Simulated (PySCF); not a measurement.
Two-component Hartree-Fock for Sb⁴⁺ (antimony, charge +4)

Start: [Kr] 4d10 5s1; 5s1/2 filled at m_j = +1/2. Calculated with PySCF 2.14 in x2c-QZVPPall-2c (13s13p9d4f1g, 134 functions): generalised Hartree-Fock with the X2C-1e Hamiltonian and a Gaussian nucleus; one run each with spin-orbit coupling (SO) switched off, then screened by Boettger's factors.

```tsv
spinor shell	electrons	ε, spin-free (eV)	ε, screened SO (eV)	weight of nominal j (screened SO)	rms radius, screened SO (bohr)
1s1/2	2	-30688.1	-30685.4	1.000	0.0325
2s1/2	2	-4801.7	-4800.9	1.000	0.133
2p1/2	2	-4307.9	-4483.0	1.000	0.115
2p3/2	4	-4307.9	-4228.5	1.000	0.120
3s1/2	2	-1016.8	-1016.6	1.000	0.351
3p1/2	2	-851.86	-885.14	1.000	0.345
3p3/2	4	-851.86	-836.67	1.000	0.356
3d3/2	4	-601.06	-606.90	1.000	0.329
3d5/2	6	-601.06	-596.97	1.000	0.332
4s1/2	2	-218.89	-218.85	1.000	0.843
4p1/2	2	-165.97	-172.21	1.000	0.891
4d3/2	4	-86.462	-87.299	0.992	1.08
4d5/2	6	-86.462	-85.887	0.994	1.09
5s1/2	1	-53.589	-53.589	1.000	2.11
```

(1) Where does 4p3/2 lie, and what is the 4p spin-orbit splitting (screened SO)?

| quantity | spin-free | screened SO |
| --- | --- | --- |
| E (hartree) | -6473.92589 | -6475.60010 |
| M_J | 1/2 | 1/2 |
| ⟨J²⟩ | 0.750 | 0.750 |
| ⟨L²⟩ | 0.000 | 0.019 |
| ⟨S²⟩ | 0.750 | 0.770 |

Each row is a mean over spinors that exchange with the open shell spreads, by up to 0.634 eV (4s1/2).

Breit and QED terms are absent; they matter most for the inner s and p1/2 levels.

Densities and radii are taken from the X2C orbitals without a picture-change correction, which distorts them close to the nucleus.

Without spin-orbit coupling the j labels of p, d and f shells carry no meaning; the spin-free column gives the mean over the occupied spinors of each nl shell.

## Answers

(1) At -163.13 eV, 9.075 eV above 4p1/2.
